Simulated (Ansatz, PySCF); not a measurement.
Process, species as SMILES: BrBBr + B (BH3) -> 2 BBr (BH2Br) [bromoborane]
Structures are relaxed separately at B3LYP-D3(BJ)/def2-TZVP in Ansatz (a first-principles code). Frequencies are from Ansatz or PySCF.

Quantity: bond separation energy (enthalpy at 298 K, with B3LYP-D3(BJ) rigid-rotor harmonic-oscillator terms), in kJ/mol. Valence correlation only, unless marked. Spin-orbit coupling is left out. The frozen core is the preceding noble-gas configuration, with the filled d and f shells of earlier blocks. No relativistic terms. Basis-set limits of correlation are two-point, X^-3; Hartree-Fock from the larger set.

```tsv
level	program	bond separation energy (kJ/mol)
B3LYP/def2-TZVPD	Ansatz	-15.2
PBE0/6-31G*	Ansatz	-15.7
BHLYP-D3(BJ)/def2-TZVPD	Ansatz + dftd3	-12.3
wB97X-V/def2-TZVPD	Ansatz	-12.0
B2GP-PLYP/def2-TZVPD	Ansatz	-12.3
SCS-MP2/aug-cc-pVTZ	Ansatz	-10.4
```

Question: Estimate the value at CCSD(T)/CBS(aug-cc-pVTZ,aug-cc-pVQZ) as computed with Ansatz.

Answer: -12.4 kJ/mol
